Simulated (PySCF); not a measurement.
Vertical excitations of a molecule C3H10O3Sn from TDA-CAM-B3LYP/def2-SVPD (PySCF), as energy in eV (oscillator strength): 6.10 (0.262), 6.41 (0.047), 6.42 (0.049), 7.13 (0.034), 7.37 (0.135), 7.41 (0.124). Lowest triplet (TDA): 5.05 eV. Geometry optimised at B3LYP-D3(BJ)/def2-SVP. The def2 effective core potentials stand for the cores of Sn; spin–orbit coupling is left out. The values are those of a single conformer.

Q: Identify the compound among the candidates.
(A) CC[CH2][Sn]([OH])([OH])[OH]
(B) C[O][Sn]([CH3])([OH])[O]C
(C) C[CH2][Sn]([OH])([OH])[O]C
(D) C[CH](C)[Sn]([OH])([OH])[OH]

A: D, C[CH](C)[Sn]([OH])([OH])[OH]
